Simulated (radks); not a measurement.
Task: These are the eigenvalues of the occupied orbitals of an atom or ion with whole-number occupations (eV). All-electron calculation, scalar-relativistic Kohn-Sham, r2SCAN, spin-unpolarised, spherical densities, finite nucleus; meta-GGA in the generalised Kohn-Sham scheme; Fermi nuclear charge, rms radius of each element as measured or else 0.836 A^(1/3) + 0.57 fm. Program: a radial shooting solver on a logarithmic mesh with Libxc functionals.

1s: -3974.474
2s: -428.0873
2p: -346.1084
3s: -55.7996
3p: -35.7886
4s: -8.8533

Which element is it, and in what charge state? The configuration may be excited.

Result: Z = 20, calcium, charge +1: Ca+ in [Ar] 4s1. The list shows which subshells hold electrons but not how many an open one holds; the 1s level, -146.06 hartree, gives Z - s = 17.1 by -(Z - s)^2/2, which with screening and relativity narrows Z to a few neighbours, and the depths of the outer levels then fix element, charge and occupations together.
